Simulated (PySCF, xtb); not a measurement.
H5NSiZn, SMILES [SiH3][Zn][NH2].

GFN2-xTB (xtb) at its own geometry gives an orbital gap of 3.64 eV and a dipole moment of 1.39 D.

Geometry: PBE0-D3(BJ)/def2-SVP. Other conformers were not sampled.

### Question
What does PySCF with PBE/def2-TZVPD give? (The exact figures need the calculation; the answer reports its results.)

### Answer
gap 3.94 eV (levels -5.52 and -1.58 eV), dipole 0.98 D.
